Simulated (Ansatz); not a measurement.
Frontier orbitals of `CC(C)[O][Sn][O]C(C)C`.

Charge 0, multiplicity 1. Correlated methods include outer-core shells of Sn, which these sets cover unevenly. Sn: def2 effective core potential. The structure was optimised at the PBE0-D4/def2-TZVP level. It is one conformer, not always the lowest. Basis def2-TZVPP, Ansatz.

```csv
functional,HOMO (eV),LUMO (eV),gap (eV)
LDA (SPW92),-6.18,-2.78,3.40
PBE,-5.98,-2.55,3.43
B97M-V,-6.26,-2.56,3.70
PBE0,-7.20,-1.91,5.29
CAM-B3LYP,-8.53,-1.03,7.50
ωB97M-V,-9.42,-0.26,9.16
HF,-9.79,0.60,10.39
```

Against PBE, PBE0 changes HOMO and LUMO by −1.22 and +0.63 eV, ωB97M-V by −3.44 and +2.29 eV. A gap of 3.43 eV thus becomes 9.16 eV for the same molecule, so an orbital gap means little without its functional.
